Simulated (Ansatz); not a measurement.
H₆OSi₃ (`O[SiH]1[SiH2][SiH2]1`), 10 atoms. Total charge 0; spin multiplicity 1. All runs use 2 threads of an Arm Neoverse V1 on a shared host. Correlated methods freeze the cores.

Task: Give the basis size and wall time and peak host memory of each of these runs in Ansatz. RKS PBE0-D4/def2-SVP energy; RKS PBE-QIDH (frozen core)/def2-TZVPP energy; direct RPA on PBE orbitals/def2-TZVPP energy; RHF-CCSD(T)/def2-SVP energy; RKS ωB97M-V/def2-SVP energy; RKS PBE0-D4/def2-TZVP frequencies; RHF-MP2/def2-QZVPP energy; RKS ωB97M-V/def2-QZVPP energy; RHF-CCSD(T)/def2-TZVPP energy; RKS PBE0-D4/def2-TZVPP energy; RKS SPW92 (LDA)/def2-TZVPP energy; RKS PBE0-D4/def2-TZVP relaxation (6 steps). (An estimate is asked.)

Result: The calculation gave: Other jobs shared the machine, so times are rough.

```json
{"level": "RKS PBE0-D4/def2-SVP", "job": "energy", "functions": "98", "wall time": "1.8 s", "peak host memory (GiB)": "0.18"}
{"level": "RKS SPW92 (LDA)/def2-TZVPP", "job": "energy", "functions": "241", "wall time": "2.2 s", "peak host memory (GiB)": "0.31"}
{"level": "RHF-CCSD(T)/def2-SVP", "job": "energy", "functions": "98", "wall time": "4 s", "peak host memory (GiB)": "0.32"}
{"level": "RKS PBE0-D4/def2-TZVPP", "job": "energy", "functions": "241", "wall time": "5.5 s", "peak host memory (GiB)": "0.6"}
{"level": "direct RPA on PBE orbitals/def2-TZVPP", "job": "energy", "functions": "241", "wall time": "8 s", "peak host memory (GiB)": "0.51"}
{"level": "RKS PBE-QIDH (frozen core)/def2-TZVPP", "job": "energy", "functions": "241", "wall time": "9 s", "peak host memory (GiB)": "0.58"}
{"level": "RKS ωB97M-V/def2-SVP", "job": "energy", "functions": "98", "wall time": "9 s", "peak host memory (GiB)": "0.29"}
{"level": "RHF-MP2/def2-QZVPP", "job": "energy", "functions": "447", "wall time": "33 s", "peak host memory (GiB)": "2.4"}
{"level": "RKS PBE0-D4/def2-TZVP", "job": "relaxation (6 steps)", "functions": "178", "wall time": "34 s", "peak host memory (GiB)": "0.43"}
{"level": "RKS ωB97M-V/def2-QZVPP", "job": "energy", "functions": "447", "wall time": "36 s", "peak host memory (GiB)": "1.8"}
{"level": "RKS PBE0-D4/def2-TZVP", "job": "frequencies", "functions": "178", "wall time": "3.5 min", "peak host memory (GiB)": "0.44"}
{"level": "RHF-CCSD(T)/def2-TZVPP", "job": "energy", "functions": "241", "wall time": "7.7 min", "peak host memory (GiB)": "1.8"}
```
